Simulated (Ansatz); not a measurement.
`N/C(O)=[N]\[AlH2]`, charge 0, multiplicity 1.

Problem. Give a relaxed structure at PBE0-D4/def2-TZVP (Ansatz 0.2.0). (An estimate is asked.)

Solution. The calculation gave: 
```xyz
10

N    -0.633   -0.022    1.744
C     0.038    0.450    0.661
O     0.639    1.625    0.975
N     0.130   -0.103   -0.459
Al    0.231   -0.971   -1.954
H    -1.273   -0.778    1.591
H    -0.811    0.603    2.510
H     1.118    1.893    0.184
H     1.391   -2.031   -2.159
H    -0.829   -0.664   -3.093
```
This is one stationary point; other conformers may exist.
